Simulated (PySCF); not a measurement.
Energy of Pt⁻ (platinum, charge -1) between two integer charges

The 6s beta orbital of [Xe] 4f14 5d9 6s2 is emptied in steps (occupation f), with all orbitals relaxed, ending at [Xe] 4f14 5d9 6s1. All numbers are calculated (PySCF 2.14, scalar relativity through the core potential, in aug-cc-pVTZ-PP with ECP60MDF (6s6p5d3f2g, 88 functions)). The exact energy is a straight line in f; departures are measured from the line between the end points of the same method.

```csv
f,PBE0 (eV),LC-wPBE (eV)
1,0.000,0.000
0.9,-0.167,0.025
0.7,-0.398,0.055
0.5,-0.482,0.061
0.3,-0.410,0.048
0.1,-0.178,0.019
0,0.000,0.000
```

```csv
method,E(f=0) − E(f=1) (eV),−ε at f=1 (eV),−ε at f=0.5 (eV)
PBE0,1.810,-0.031,1.774
LC-wPBE,1.444,1.737,1.424
```

Orbital energy along the path (eV):

```tsv
f	PBE0	LC-wPBE
1	0.031	-1.737
0.9	-0.305	-1.657
0.7	-1.017	-1.528
0.5	-1.774	-1.424
0.3	-2.565	-1.336
0.1	-3.383	-1.265
0	-3.797	-1.236
```

At f = 1 the orbital energy is positive for PBE0: only the finite basis holds the electron.

Reference removal energy between the ground levels: 2.125 eV (measured; photodetachment measurements, as compiled on the Wikipedia data page of electron affinities). The calculation has no spin-orbit coupling.
